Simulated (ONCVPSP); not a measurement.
# Reading a pseudo-wave (Sr (Z = 38))

Columns: radius, all-electron u(r) and pseudo u(r) of the 4p shell (level -22.81 eV) of strontium in the configuration [Ar] 3d10 4s2 4p6 5s2; PBEsol, scalar-relativistic, ONCV scheme, ONCVPSP 4.0.1.

```tsv
r (bohr)	all-electron	pseudo
0.128	0.2080	0.0204
0.255	-0.2828	0.0790
0.382	-0.4378	0.1703
0.510	-0.2493	0.2867
0.638	0.0626	0.4162
0.765	0.3613	0.5454
0.893	0.5983	0.6641
1.020	0.7590	0.7601
1.148	0.8526	0.8278
1.275	0.8906	0.8630
1.402	0.8878	0.8672
1.530	0.8563	0.8445
1.658	0.8060	0.8009
1.785	0.7455	0.7440
1.912	0.6801	0.6798
2.040	0.6131	0.6130
2.168	0.5478	0.5478
2.295	0.4865	0.4865
2.422	0.4297	0.4297
2.550	0.3774	0.3773
2.678	0.3302	0.3302
2.805	0.2884	0.2884
2.932	0.2513	0.2513
3.060	0.2183	0.2183
3.188	0.1894	0.1894
3.315	0.1642	0.1642
```

(1) How many radial nodes do the two functions have?

(2) At about which radius was the pseudo-wave matched?

(3) Where does each function peak?

(4) Is the pseudo-wave norm-conserving?

Results:

(1) The all-electron 4p function has n − l − 1 = 2; the pseudo-wave has 0, since the states of the same l below it are removed with the core.

(2) 2.10 bohr. The columns agree to 0.0005 from 1.91 bohr on; several derivatives are matched, so the curves merge somewhat inside the radius.

(3) Outermost all-electron maximum near 1.27 bohr, pseudo maximum near 1.40 bohr (to the table’s step).

(4) Yes: the ONCV scheme keeps the norm inside the radius equal to the all-electron one, which fixes the energy derivative of the logarithmic derivative at the level.
